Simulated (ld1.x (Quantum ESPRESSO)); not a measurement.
Which change was made? (O, RRKJ)

| Property | Result |
| --- | --- |
| Element | O (Z = 8) |
| Generator | ld1.x (Quantum ESPRESSO) 7.5 |
| Type | norm-conserving RRKJ (Kleinman–Bylander form) |
| Functional | LDA (PZ) |
| Relativity | scalar-relativistic |
| Frozen core | [He] |
| Valence charge | 6 |
| Reference configuration | 2s2 2p2 (charge +2) |
| Partial waves | 2p (bound): rc 1.85 bohr; 2s (bound): rc 0.85 bohr |
| Local potential | the s channel |
| Core correction | none |

Cutoffs, loose and tight: the cutoffs (Ry, on a coarse ladder) from which the occupation-weighted sum of valence levels, in a spherical-Bessel basis at the reference potential, stays within 10 and 1 mRy of its value at 400 Ry. They do not see the model core or the augmentation charge, which bear on the density cutoff. Test errors are all-electron minus pseudo excitation energies from the reference, over the configurations 2s2 2p4; 2s2 2p3; 2s2 2p1; 2s2 2p0; 2s2 2p4.3; 2s1 2p4; 2s2 2p3.5 (two spin-polarised tests are not counted in the largest error); variants that change the core or the reference have their own tests.

The base gives: outcome: generated; cutoff, loose: 90 Ry; cutoff, tight: 180 Ry; bound ghosts: none; largest test error (meV): +3162.

After one change the result is: outcome: generated; cutoff, loose: 90 Ry; cutoff, tight: 200 Ry; bound ghosts: none; largest test error (meV): +1632. Which change was it?
A. local potential the p channel
B. type TM
C. local potential all-electron potential smoothed inside 1.75 bohr (lloc = -2)
D. all radii scaled by about 0.83 (s 0.70, p 1.54 bohr)

D. The others give: type TM → outcome: generated; cutoff, loose: 90 Ry; cutoff, tight: 180 Ry; bound ghosts: none; largest test error (meV): +2309 | local potential all-electron potential smoothed inside 1.75 bohr (lloc = -2) → outcome: generated; cutoff, loose: 110 Ry; cutoff, tight: 140 Ry; bound ghosts: none; largest test error (meV): +3116 | local potential the p channel → outcome: generated; cutoff, loose: 110 Ry; cutoff, tight: 140 Ry; bound ghosts: none; largest test error (meV): +2201.
